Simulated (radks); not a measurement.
Q: The caesium ion Cs4+, [Kr] 4d10 5s2 5p3. Calculated with a radial shooting solver on a logarithmic mesh with Libxc functionals: non-relativistic Kohn-Sham, PBE, spin-polarised, spherical densities, point nucleus. Every spin shell is full or empty, so the densities are truly spherical. Functionals are evaluated on that one density, not self-consistently. Rank these orbital-free kinetic functionals by their error against the exact value of the orbitals, and give that value: Thomas-Fermi, von Weizsacker, TF + vW, TF + vW/9, TF + vW/5, revAPBEK, Perdew 92, Thakkar, LKT, DePristo-Kress, Ernzerhof.

A: Exact: 7549.71 hartree. From best to worst, with 100 (|E| - |E exact|)/|E exact| (equal figures are ties): DePristo-Kress -0.13, revAPBEK +0.26, Ernzerhof -0.43, Thakkar -0.62, Perdew 92 -0.68, TF + vW/9 -0.69, TF + vW/5 +2.89, Thomas-Fermi -5.17, LKT +18.50, TF + vW +35.15, von Weizsacker -59.68.
